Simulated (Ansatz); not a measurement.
Start from `[Cl][Hf]([Cl])([Cl])[Br]` and change one element to get `[Cl][Ti]([Cl])([Cl])[Br]`.

Ansatz, PBE0-D4/def2-TZVP geometries, multiplicity 1. 

Elements past krypton have def2 core potentials. Scalar relativity is left out up to krypton.

```
                                                                                  property  `[Cl][Hf]([Cl])([Cl])[Br]`
ideal-gas entropy at 298 K and 1 bar (rigid rotor, harmonic PBE0-D4/def2-TZVP) / J/(mol·K)                         398
                                            zero-point energy (PBE0-D4/def2-TZVP) / kJ/mol                        11.4
                                            size of the dipole moment (PBE/def2-TZVPP) / D                        0.08
                                                         LUMO energy (PBE/def2-TZVPP) / eV                       -2.97
                                                      HOMO–LUMO gap (PBE0/def2-TZVPP) / eV                        7.04
                                                         HOMO energy (PBE/def2-TZVPP) / eV                       -7.92
```

Task: Give the same properties after the change, and the shifts. (An estimate is asked.)

Result: Ansatz gave: 
| property | `[Cl][Ti]([Cl])([Cl])[Br]` | shift |
| --- | --- | --- |
| ideal-gas entropy at 298 K and 1 bar (rigid rotor, harmonic PBE0-D4/def2-TZVP) / J/(mol·K) | 376 | -22 |
| zero-point energy (PBE0-D4/def2-TZVP) / kJ/mol | 14.3 | 2.9 |
| size of the dipole moment (PBE/def2-TZVPP) / D | 0.18 | 0.10 |
| LUMO energy (PBE/def2-TZVPP) / eV | -4.52 | -1.55 |
| HOMO–LUMO gap (PBE0/def2-TZVPP) / eV | 5.44 | -1.60 |
| HOMO energy (PBE/def2-TZVPP) / eV | -7.89 | 0.03 |

With PBE0 the HOMO rises by 0.05 eV and the LUMO falls by 1.54 eV, so the gap narrows by about 1.59 eV. PBE moves the HOMO by 0.03 eV and ωB97M-V by 0.09 eV. Dipoles are sizes alone; their direction can turn.

Spin–orbit coupling is left out; it splits and shifts lone-pair levels of the heavy atoms by tenths of an eV.
